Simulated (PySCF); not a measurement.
# One molecule, several mistakes: AlCGeH7N cation

These are calculations, not measurements. The program is PySCF 2.14.0, an open-source quantum chemistry code, run on an isolated molecule that a program drew, which may never have been made. The molecule is AlCGeH7N cation (charge +1, singlet), drawn as the SMILES string `[CH3][GeH2][NH][AlH+]`.

Each row is a Hartree-Fock (HF) and frozen-core CCSD(T) single point in the cc-pV(D+d)Z basis, meant for a local HF minimum. Run 1 is clean. Each other run has one planted mistake out of seven kinds, and not every kind appears here: one electron removed, one electron added, multiplicity raised by two, geometry at a saddle point, minimal basis STO-3G, one bond length entered in bohr, all coordinates scaled. The reference is restricted for singlets and unrestricted otherwise, and also for a bond in bohr. Adding or removing an electron swaps singlet and doublet. Electrons count all cores. HOMO and LUMO are orbital energies over both spins, the gradient is its largest component, and the lowest frequency (negative if imaginary) is given only where the gradient is small. Bond lengths are over the 10 bonds as drawn. T1 is the CCSD diagnostic: over 0.02 (restricted) or 0.045 (unrestricted) a single reference is doubtful. Germanium has the cc-pVDZ-PP basis, with a core potential (ECP10MDF) in place of its 10 inner electrons, and its 3s, 3p and 3d shells are frozen in CCSD(T).

Geometry of the clean run:
```xyz
11
AlCGeH7N cation, angstrom
C     2.4086   -0.9783   -1.3580
Ge    1.0766   -0.6598    0.0272
N    -0.6069   -1.0640   -0.8242
Al   -0.9322   -1.5815   -2.4121
H     3.4023   -0.7713   -0.9563
H     2.4034   -2.0213   -1.6864
H     2.2616   -0.3149   -2.2148
H     0.9716    0.7954    0.4569
H     1.1725   -1.6167    1.2055
H    -1.3796   -0.9308   -0.1857
H    -1.1614   -2.0491   -3.8613
```

```
run,electrons,basis functions,<S^2>,HOMO (eV),LUMO (eV),gradient (hartree/bohr),lowest frequency (cm^-1),mean bond (Å),longest bond (Å),T1,HF (hartree),CCSD(T) (hartree),mistake
1,64,109,0.000,-15.59,-3.84,3.5e-05,75,1.4450,1.948,0.0141,-631.47522,-632.00134,no fault
2,64,109,2.019,-10.68,-5.98,9.6e-02,-,1.4450,1.948,0.0292,-631.34458,-631.83820,multiplicity raised by two
3,65,109,0.755,-5.01,1.79,7.3e-02,-,1.4450,1.948,0.0208,-631.63724,-632.17640,one electron added
4,64,109,0.000,-15.93,-3.76,4.6e-02,-,1.3685,1.845,0.0123,-631.44228,-631.95802,?
```

**Which mistake was planted in run 4, and what did it cost?**

The mean and the longest bond both change by the same factor, 0.947, and the gradient is no longer small. So the mistake is: all coordinates scaled. Subtracting run 1 and multiplying by 627.51 kcal/mol a hartree, the energy moved by 20.7 kcal/mol in HF and 27.2 kcal/mol in CCSD(T).

